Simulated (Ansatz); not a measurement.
`BC(F)(F)F` and `C=CC(F)(F)F` differ in one atom or group.

Ansatz, PBE0-D4/def2-TZVP geometries, multiplicity 1. 

```csv
property,`BC(F)(F)F`
HOMO energy (PBE0/def2-TZVPP) / eV,-10.11
size of the dipole moment (PBE/def2-TZVPP) / D,1.62
HOMO energy (PBE/def2-TZVPP) / eV,-8.42
LUMO energy (ωB97M-V/def2-TZVPP) / eV,-0.71
HOMO–LUMO gap (PBE/def2-TZVPP) / eV,4.65
HOMO energy (B3LYP/def2-TZVPP) / eV,-9.91
```

Task: What does the change do to each property? (Estimate.)

Result: Computed: 
```json
{"property": "HOMO energy (PBE0/def2-TZVPP) / eV", "`C=CC(F)(F)F`": "-8.79", "shift": "1.32"}
{"property": "size of the dipole moment (PBE/def2-TZVPP) / D", "`C=CC(F)(F)F`": "2.19", "shift": "0.57"}
{"property": "HOMO energy (PBE/def2-TZVPP) / eV", "`C=CC(F)(F)F`": "-7.55", "shift": "0.87"}
{"property": "LUMO energy (ωB97M-V/def2-TZVPP) / eV", "`C=CC(F)(F)F`": "1.38", "shift": "2.09"}
{"property": "HOMO–LUMO gap (PBE/def2-TZVPP) / eV", "`C=CC(F)(F)F`": "5.71", "shift": "1.06"}
{"property": "HOMO energy (B3LYP/def2-TZVPP) / eV", "`C=CC(F)(F)F`": "-8.55", "shift": "1.36"}
```

With PBE0 the HOMO rises by 1.32 eV and the LUMO rises by 1.92 eV, so the gap widens by about 0.60 eV. PBE moves the HOMO by 0.87 eV and ωB97M-V by 1.40 eV. The zero-point energy changes by 60.8 kJ/mol with +6 modes. Dipoles are sizes alone; their direction can turn.

B3LYP here is the variant with VWN-RPA as its local correlation; programs differ in this.
